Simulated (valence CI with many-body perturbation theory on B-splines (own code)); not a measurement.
Cd9+: E2, M1 decay

Level of theory: configuration interaction combined with many-body perturbation theory (CI+MBPT): three valence electrons over a frozen Dirac-Fock core [Kr], radial functions for each j: 9 s, 9 p, 10 d, 8 f, 5 g, 3 h, 1 i, with the one-electron correlation potential Σ1, the two-electron term Σ2, the three-electron term Σ3, Breit, model QED; selected CI, second order for the rest, scaled by the run's own slope (own B-spline code, finite nucleus).

No measured levels were compared; by estimate terms of the open shell hold to 2 to 4 % of their energy, and close levels can change places. Core correlation moves these levels by up to 2600 cm⁻¹, and in measured spectra 5 to 20 % of such shifts remained as error; rates that hang on mixing are uncertain with them. The list stops below the first excitations out of the core. Only levels of the ground parity were solved; by the run's estimate the other parity begins above the list, which can be wrong where configurations are misplaced.

Lines 1 to 50 of 79 in falling wavelength, among levels below 46.354 eV, chosen from the decays that carry over 1 % of a level's rate. Wavelengths and rates use the calculated energies, so an error of 2000 cm⁻¹ moves a line at 991.4 nm by 20 % and its rate by three times that or more. Electric multipoles are in the length gauge, E1 and E2 with the static RPA response of the core. S is in atomic units (e²a₀⁴ for E2 and M2, e²a₀⁶ for E3), for M1 in squared Bohr magnetons. Weak lines are less certain than strong ones. Lines between different terms over intervals too small for the method are left out, as are lines whose strength nearly cancels. Intervals below about 2000 cm⁻¹, as at the head of this list, are uncertain by tens of per cent. The highest levels of a list are the least certain.

Names give the largest LS component (configuration and term), which can be under half, so a name can repeat, a term be missing and a line seem to break the LS rules; names also repeat where a configuration has a term twice. Letters in brackets count levels of one name in rising energy.

```tsv
λ vac (nm)	Upper	Lower	Type	A (s⁻¹)	S (a.u.)
9000	4d3 4P_1/2	4d3 4P_3/2	M1	4.66e-02	2.52e+00
2594	4d3 4F_5/2	4d3 4F_3/2	M1	2.37e+00	9.21e+00
2591	4d3 4F_9/2	4d3 4F_7/2	M1	1.44e+00	9.28e+00
2438	4d3 4F_7/2	4d3 4F_5/2	M1	2.84e+00	1.22e+01
1492	4d3 4P_5/2	4d3 4P_3/2	M1	3.46e+00	2.56e+00
1412	4d3 2D_5/2 [a]	4d3 2D_3/2 [a]	M1	2.78e+00	1.74e+00
1130	4d3 2H_11/2	4d3 2H_9/2 [a]	M1	4.25e+00	2.72e+00
1068	4d3 2P_3/2	4d3 2P_1/2	M1	5.39e+00	9.73e-01
991.4	4d3 2D_3/2 [a]	4d3 4P_1/2	M1	3.55e+00	5.13e-01
948.0	4d3 2H_9/2 [b]	4d3 2H_9/2 [a]	M1	9.75e+00	3.08e+00
893.0	4d3 2D_3/2 [a]	4d3 4P_3/2	M1	1.28e+01	1.36e+00
886.7	4d3 2P_3/2	4d3 2D_3/2 [a]	M1	1.29e+01	1.33e+00
868.3	4d3 2H_9/2 [b]	4d3 2G_7/2	M1	9.57e+00	2.32e+00
863.7	4d3 2D_5/2 [a]	4d3 4P_5/2	M1	1.66e+00	2.38e-01
863.5	4d3 2F_5/2	4d3 2D_5/2 [a]	M1	1.75e-01	2.50e-02
833.4	4d3 2P_1/2	4d3 4P_1/2	M1	1.78e+01	7.64e-01
783.8	4d3 2F_7/2	4d3 2H_9/2 [b]	M1	1.97e-01	2.81e-02
739.6	4d3 2H_9/2 [a]	4d3 4F_9/2	M1	9.73e+00	1.46e+00
645.8	4d3 4P_3/2	4d3 4F_5/2	M1	1.88e+00	7.52e-02
634.0	4d3 2P_3/2	4d3 4P_5/2	M1	1.09e+01	4.11e-01
609.3	4d3 2G_7/2	4d3 4F_7/2	M1	7.02e+00	4.71e-01
602.6	4d3 4P_1/2	4d3 4F_5/2	E2	2.14e-02	3.03e-01
575.4	4d3 2H_9/2 [a]	4d3 4F_7/2	M1	6.80e+00	4.80e-01
553.0	4d3 4P_5/2	4d3 4F_7/2	M1	5.66e-01	2.13e-02
547.1	4d3 2D_5/2 [a]	4d3 4P_3/2	M1	1.19e+00	4.35e-02
517.1	4d3 4P_3/2	4d3 4F_3/2	M1	4.71e+00	9.66e-02
489.0	4d3 4P_1/2	4d3 4F_3/2	M1	5.49e-01	4.76e-03
489.0	4d3 4P_1/2	4d3 4F_3/2	E2	1.08e-01	5.40e-01
487.5	4d3 2G_7/2	4d3 4F_5/2	M1	1.21e+01	4.17e-01
450.7	4d3 4P_5/2	4d3 4F_5/2	M1	4.84e-01	9.86e-03
447.0	4d3 2H_11/2	4d3 4F_9/2	M1	1.34e+00	5.33e-02
444.9	4d3 2P_3/2	4d3 4P_3/2	M1	5.09e-01	6.65e-03
431.8	4d3 2F_5/2	4d3 4P_5/2	M1	1.85e+00	3.31e-02
429.0	4d3 2F_7/2	4d3 2H_9/2 [a]	M1	7.91e-01	1.85e-02
419.1	4d3 2F_5/2	4d3 2H_9/2 [a]	E2	1.71e-01	1.19e+00
415.5	4d3 2H_9/2 [b]	4d3 4F_9/2	M1	4.23e+00	1.12e-01
411.9	4d3 2F_7/2	4d3 2G_7/2	M1	6.69e+00	1.39e-01
402.7	4d3 2F_5/2	4d3 2G_7/2	M1	4.09e+00	5.95e-02
402.7	4d3 2F_5/2	4d3 2G_7/2	E2	1.83e-01	1.04e+00
381.0	4d3 2D_5/2 [b]	4d3 2F_5/2	M1	2.09e+01	2.57e-01
376.2	4d3 2D_3/2 [b]	4d3 2F_5/2	M1	1.36e+01	1.07e-01
374.8	4d3 2D_3/2 [a]	4d3 4F_5/2	M1	2.11e+01	1.65e-01
373.1	4d3 2D_5/2 [b]	4d3 2F_7/2	M1	1.24e+01	1.44e-01
358.0	4d3 2H_9/2 [b]	4d3 4F_7/2	M1	4.21e+00	7.17e-02
337.1	4d3 2D_5/2 [a]	4d3 4F_7/2	M1	2.54e+01	2.17e-01
334.9	4d3 2F_5/2	4d3 4P_3/2	M1	8.51e-01	7.11e-03
327.5	4d3 2D_3/2 [a]	4d3 4F_3/2	M1	1.30e+01	6.75e-02
308.2	4d3 2P_1/2	4d3 4F_3/2	M1	6.37e-01	1.38e-03
297.3	4d3 2D_5/2 [b]	4d3 2P_3/2	M1	3.42e+00	2.00e-02
296.2	4d3 2D_5/2 [a]	4d3 4F_5/2	M1	4.29e+00	2.48e-02
```
